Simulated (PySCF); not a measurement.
## Heteronuclear NMR

Molfile (atoms numbered from 1):
```
H8P4Si
     RDKit          3D

 13 12  0  0  0  0  0  0  0  0999 V2000
   -0.7559   -0.8032    2.0037 P   0  0  0  0  0  0  0  0  0  0  0  0
    0.1734   -0.0567    0.0844 Si  0  0  0  0  0  4  0  0  0  0  0  0
    2.0966   -1.2171   -0.1559 P   0  0  0  0  0  0  0  0  0  0  0  0
    0.6009    2.1356    0.4140 P   0  0  0  0  0  0  0  0  0  0  0  0
   -0.9705   -0.3698   -1.8376 P   0  0  0  0  0  0  0  0  0  0  0  0
   -1.1761   -2.0314    1.4276 H   0  0  0  0  0  0  0  0  0  0  0  0
   -1.9999   -0.1616    1.7568 H   0  0  0  0  0  0  0  0  0  0  0  0
    2.7162   -0.5955    0.9613 H   0  0  0  0  0  0  0  0  0  0  0  0
    2.6422   -0.2994   -1.0930 H   0  0  0  0  0  0  0  0  0  0  0  0
   -0.7499    2.5411    0.2259 H   0  0  0  0  0  0  0  0  0  0  0  0
    0.9460    2.3570   -0.9460 H   0  0  0  0  0  0  0  0  0  0  0  0
   -2.1711    0.1854   -1.3205 H   0  0  0  0  0  0  0  0  0  0  0  0
   -1.3444   -1.7056   -1.5298 H   0  0  0  0  0  0  0  0  0  0  0  0
  1  2  1  0
  2  3  1  0
  2  4  1  0
  2  5  1  0
  1  6  1  0
  1  7  1  0
  3  8  1  0
  3  9  1  0
  4 10  1  0
  4 11  1  0
  5 12  1  0
  5 13  1  0
M  END
```

PySCF 2.14.0 with density-fitted response routines calculation with PBE0-D3(BJ)/def2-TZVP structure and shielding tensors at B97-2/pcSseg-2 (GIAO); one averaged value for each set of equivalent atoms, no solvent model, no relativistic terms, a single conformation.

Question: Where does ³¹P resonate?

Answer: 
| atoms | environment | σ (ppm) | δ (ppm) |
| --- | --- | --- | --- |
| P1/P3/P4/P5 | phosphorus bonded to Si, 2 H | 535.3 | -206.0 |

Shieldings were converted by a linear fit to measured shifts: ³¹P (scatter 13.4 ppm rms, 16.3 ppm with the 1 outlier that the fit left out vs H3PO4, solution or neat liquid). A few per cent of atoms miss by over 2 rms, more outside the fitted compound classes.

On a 600 MHz spectrometer ³¹P resonates near 242.9 MHz, so 1 ppm is 242.9 Hz.

Question: Predict the ²⁹Si NMR data.

Answer: 
| atoms | environment | σ (ppm) | δ (ppm) |
| --- | --- | --- | --- |
| Si2 | silicon bonded to 4 P | 346.7 | -7.0 |

Shieldings were converted by a linear fit to measured shifts: ²⁹Si: δ = 302.65 − 0.893σ (rms 6.0 ppm, 44 shifts, 28.9 ppm with the 5 outliers that the fit left out vs TMS, solution or neat liquid). A few per cent of atoms miss by over 2 rms, more outside the fitted compound classes.

On a 600 MHz spectrometer ²⁹Si resonates near 119.2 MHz, so 1 ppm is 119.2 Hz.
